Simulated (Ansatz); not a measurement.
The cluster VTe₄. Charge 0, multiplicity 2. Geometry PBE-D4/def2-SVP; atoms count from 1.

```tsv
atom	x (Å)	y (Å)	z (Å)
V1	0.435	-0.402	-0.505
Te2	-1.880	0.627	-0.947
Te3	0.343	-2.789	-0.698
Te4	0.020	2.292	0.262
Te5	1.081	0.272	1.888
```

In the def2 sets Te takes a core potential; there is no spin–orbit coupling. The charge 0 doublet is spin-contaminated (final ⟨S²⟩ up to 1.40, 0.75 for a pure state). Another isomer (doublet) lies 0.26 eV lower at PBE0-D4/def2-TZVP; other spin states weren't run for this one.

(1) Estimate the Mulliken populations from the PBE0/def2-TZVP orbitals of Ansatz.

(2) Where does the spin sit?

(3) And the Mayer bond orders between heavy atoms (over 0.3)?

Answers

(1) 
| atom | charge (e) | spin (α − β) | d electrons |
| --- | --- | --- | --- |
| V1 | 0.38 | 2.44 | 3.70 |
| Te2 | -0.13 | -0.20 | – |
| Te3 | -0.15 | -1.03 | – |
| Te4 | 0.02 | -0.01 | – |
| Te5 | -0.13 | -0.20 | – |
Mulliken values depend strongly on the basis.

(2) Summed by element: V 2.44, Te -1.44, of 1 unpaired in all. Largest on single atoms: V1 2.44, Te3 -1.03, Te5 -0.20.

(3) V1–Te2 1.07 (2.57 Å); V1–Te3 1.88 (2.40 Å); V1–Te4 0.45 (2.83 Å); V1–Te5 1.07 (2.57 Å); Te2–Te4 1.02 (2.80 Å); Te4–Te5 1.02 (2.80 Å).
